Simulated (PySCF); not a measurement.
Species: 4-(trifluoromethyl)pyridine, C6H4F3N.
Atom-mapped SMILES: `[F:1][C:2]([F:3])([F:4])[c:5]1[cH:6][cH:7][n:8][cH:9][cH:10]1` (hydrogens: H11 on C6; H12 on C7; H13 on C9; H14 on C10)

The same species was optimised twice, with GFN2-xTB and with PBE0-D3(BJ)/def2-SVP (PySCF), and the same property calculations (PySCF, gas phase) were run on both structures.

```tsv
coordinate	GFN2-xTB	PBE0-D3(BJ)/def2-SVP	change
F1–C2 (Å)	1.347	1.336	-0.011
C7–N8 (Å)	1.320	1.330	+0.010
N8–C9 (Å)	1.320	1.329	+0.009
C2–F3 (Å)	1.341	1.333	-0.008
C2–F4 (Å)	1.341	1.334	-0.007
C9–C10 (Å)	1.388	1.395	+0.007
C6–C7 (Å)	1.388	1.394	+0.006
C5–C6 (Å)	1.388	1.393	+0.005
C5–C10 (Å)	1.389	1.392	+0.003
C2–C5 (Å)	1.506	1.507	+0.001
F4–C2–C5 (°)	112.6	111.5	-1.1
F3–C2–F4 (°)	106.7	107.8	+1.1
F1–C2–F3 (°)	106.3	107.4	+1.1
F3–C2–C5 (°)	112.6	111.6	-1.0
F1–C2–F4 (°)	106.3	107.3	+1.0
C7–N8–C9 (°)	118.7	118.0	-0.7
C6–C5–C10 (°)	119.6	119.0	-0.6
F1–C2–C5 (°)	111.7	111.1	-0.6
F1–C2–C5–C6 (°)	89	84	-5
```

Rotational constants: A = 2955, B = 942.1, C = 815.6 MHz (GFN2-xTB) against A = 2943, B = 943.0, C = 815.3 MHz (PBE0-D3(BJ)/def2-SVP).

On the GFN2-xTB structure: lowest singlet, TDDFT (eV) 4.80 [wB97X-D/def2-SVPD]; lowest triplet, Tamm–Dancoff (eV) 4.15 [wB97X-D/def2-SVPD]; isotropic polarisability (au) 74.7 [wB97X-D/def2-SVPD]; HOMO (eV) -9.85 [wB97X-D/def2-SVPD]; LUMO (eV) 0.09 [wB97X-D/def2-SVPD]; dipole (D) 0.57 [wB97X-D/def2-SVPD]; HOMO (eV) -7.91 [PBE0/pcSseg-1]; LUMO (eV) -1.61 [PBE0/pcSseg-1]; dipole (D) 0.51 [PBE0/pcSseg-1]; GIAO shielding of F1/F3/F4 (mean) (ppm) 249.7 [PBE0/pcSseg-1]; GIAO shielding of C2 (ppm) 53.8 [PBE0/pcSseg-1]; GIAO shielding of C5 (ppm) 41.6 [PBE0/pcSseg-1]; GIAO shielding of C6/C10 (mean) (ppm) 61.7 [PBE0/pcSseg-1]; GIAO shielding of C7/C9 (mean) (ppm) 30.3 [PBE0/pcSseg-1]; GIAO shielding of N8 (ppm) -104.5 [PBE0/pcSseg-1].

What do these properties become on the PBE0-D3(BJ)/def2-SVP structure?

```tsv
property	level	on GFN2-xTB	on PBE0-D3(BJ)/def2-SVP	change
lowest singlet, TDDFT (eV)	wB97X-D/def2-SVPD	4.80	4.82	+0.02
lowest triplet, Tamm–Dancoff (eV)	wB97X-D/def2-SVPD	4.15	4.15	0.00
isotropic polarisability (au)	wB97X-D/def2-SVPD	74.7	75.4	+0.7
HOMO (eV)	wB97X-D/def2-SVPD	-9.85	-9.86	-0.01
LUMO (eV)	wB97X-D/def2-SVPD	0.09	0.09	0.00
dipole (D)	wB97X-D/def2-SVPD	0.57	0.33	-0.24
energy, GFN2-xTB geometry as zero (kcal/mol)	wB97X-D/def2-SVPD	0.0	-0.6	-0.6
HOMO (eV)	PBE0/pcSseg-1	-7.91	-7.93	-0.02
LUMO (eV)	PBE0/pcSseg-1	-1.61	-1.60	+0.01
dipole (D)	PBE0/pcSseg-1	0.51	0.27	-0.24
energy, GFN2-xTB geometry as zero (kcal/mol)	PBE0/pcSseg-1	0.0	-0.3	-0.3
GIAO shielding of F1/F3/F4 (mean) (ppm)	PBE0/pcSseg-1	249.7	255.8	+6.1
GIAO shielding of C2 (ppm)	PBE0/pcSseg-1	53.8	56.2	+2.4
GIAO shielding of C5 (ppm)	PBE0/pcSseg-1	41.6	39.9	-1.7
GIAO shielding of C6/C10 (mean) (ppm)	PBE0/pcSseg-1	61.7	59.9	-1.8
GIAO shielding of C7/C9 (mean) (ppm)	PBE0/pcSseg-1	30.3	27.7	-2.6
GIAO shielding of N8 (ppm)	PBE0/pcSseg-1	-104.5	-109.0	-4.5
```

The heavy atoms differ by 0.048 Å rms after alignment. Among bonds between heavy atoms F1–C2 and C7–N8 change most and about equally (-0.011 to +0.010 Å). Changes are differences of the printed values. Neither structure is proved a minimum here.

The values belong to the conformer `[F:1][C:2]([F:3])([F:4])[c:5]1[cH:6][cH:7][n:8][cH:9][cH:10]1`: F1–C2–C5–C6 84°.

wB97X-D is run here without its empirical dispersion term; that term would change no orbital, density or response property at a fixed geometry.
